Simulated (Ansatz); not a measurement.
A calculation with Ansatz (development build ahead of 0.2.0).

```yaml
crystal:
  periodic: [false, false, false]
  atoms:
    - { symbol: C, position_ang: [1.84128, -0.05999, 0.0] }
    - { symbol: C, position_ang: [1.25956, 1.3444, 0.0] }
    - { symbol: C, position_ang: [0.05999, 1.84128, 0.0] }
    - { symbol: C, position_ang: [-1.3444, 1.25956, 0.0] }
    - { symbol: C, position_ang: [-1.84128, 0.05999, 0.0] }
    - { symbol: C, position_ang: [-1.25956, -1.3444, 0.0] }
    - { symbol: C, position_ang: [-0.05999, -1.84128, 0.0] }
    - { symbol: C, position_ang: [1.3444, -1.25956, 0.0] }
    - { symbol: H, position_ang: [2.92628, -0.05999, 0.0] }
    - { symbol: H, position_ang: [2.02677, 2.11161, 0.0] }
    - { symbol: H, position_ang: [0.05999, 2.92628, 0.0] }
    - { symbol: H, position_ang: [-2.11161, 2.02677, 0.0] }
    - { symbol: H, position_ang: [-2.92628, 0.05999, 0.0] }
    - { symbol: H, position_ang: [-2.02677, -2.11161, 0.0] }
    - { symbol: H, position_ang: [-0.05999, -2.92628, 0.0] }
    - { symbol: H, position_ang: [2.11161, -2.02677, 0.0] }
basis:
  gaussian: { orbitals: def2-TZVP }
magnetization:
  spin_polarized: true
hamiltonian:
  xc: pbe0
```

The input is written out in the form of the current development build from the run's settings.

Output:

```
Converged                       : yes
Total energy                    : -309.27999 hartree
Spin squared of the determinant : 0.000
Stability test                  : minimum
```
